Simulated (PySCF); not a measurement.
## From computed data to an observable: refractive index and permittivity of the vapour

C₃H₃BF₂, SMILES C(B(F)CF)#C.

Geometry: B3LYP-D3(BJ)/def2-SVP. The structure was generated by enumeration, and PubChem lists no compound with its InChIKey, so it may never have been made. One conformer was computed; it need not be the lowest.

PBE/def2-TZVP (PySCF) gives a mean static polarisability of 48.7 bohr³ and a dipole moment of 0.51 D. Take an ideal gas at 298.15 K and 0.1 bar, whether or not the substance is that volatile.

Q: Work out n − 1 in the optical limit and the static ε − 1.

A: 
Polarisability volume α' = 48.7 × 0.148185 = 7.22 Å³. Number density N = p/kT = 2.43e-6 Å⁻³.
Dilute limit of Lorentz–Lorenz: n − 1 = 2π N α' = 0.00011.
Orientation term of Debye: μ²/(3kT) = 8.098 Å³ × μ²(D²) = 2.11 Å³.
ε − 1 = 4π N (α' + μ²/3kT) = 0.00028. Orientation of the dipole supplies 23 % of the static response; it can't follow optical fields. Vibrational polarisation and dispersion are left out.
